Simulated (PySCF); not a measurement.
pyrazole (C3H4N2), SMILES c1n[nH]cc1. Geometry: B3LYP-D3(BJ)/def2-SVP.

Method: B3LYP-D3(BJ)/def2-SVP (PySCF 2.14.0).

Harmonic wavenumbers (cm⁻¹): 574, 641, 701, 756, 854, 909, 926, 942, 1044, 1052, 1147, 1200, 1285, 1398, 1437, 1489, 1575, 3236, 3254, 3272, 3651. Rotational constants (GHz): 9.612, 9.409, 4.755; symmetry number 1.

### Question
Work out the zero-point energy and the ideal-gas rigid-rotor harmonic-oscillator thermochemistry at 298.15 K and 1 atm.

### Answer
ZPE = ½ Σ hcν = ½ × 31341 cm⁻¹ = 44.80 kcal/mol. H − E(el) = 47.72 kcal/mol. Entropy in cal/(mol K): translation 38.57, rotation 24.13, vibration 2.31, total 65.01. G − E(el) = 28.33 kcal/mol. Cp = 15.09 cal/(mol K).
